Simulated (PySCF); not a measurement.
# Se⁺ (selenium, charge +1) across methods

[Ar] 3d10 4s2 4p3, high-spin 4S determinant. All numbers are calculated (PySCF 2.14, scalar relativity by spin-free X2C-1e, in x2c-TZVPPall with one added diffuse shell each of s, p, d type (7s6p5d1f, 57 functions)).

| method | E (hartree) | mean ε 4s α (eV) | mean ε 4s β (eV) | mean ε 4p α (eV) | Σ⟨r²⟩ (bohr²) | ⟨S²⟩ |
| --- | --- | --- | --- | --- | --- | --- |
| PBE0 | -2429.173 | -30.256 | -26.189 | -17.854 | 30.66 | 3.750 |
| wB97M-V | -2429.259 | -32.794 | -28.728 | -19.956 | 30.82 | 3.750 |
| r2SCANh | -2429.425 | -29.686 | -25.549 | -17.430 | 30.56 | 3.751 |
| LDA | -2425.859 | -27.933 | -25.486 | -16.443 | 30.69 | 3.750 |
| M06-2X | -2429.558 | -31.890 | -26.184 | -18.887 | 30.81 | 3.752 |
| r2SCAN | -2429.434 | -28.842 | -25.095 | -16.918 | 30.56 | 3.751 |
| B3LYP | -2429.490 | -29.666 | -26.325 | -17.396 | 30.72 | 3.750 |
| UHF | -2427.75314 | -36.633 | -28.209 | -21.427 | 30.91 | 3.751 |
| PBE | -2429.121 | -27.832 | -25.036 | -16.409 | 30.73 | 3.750 |
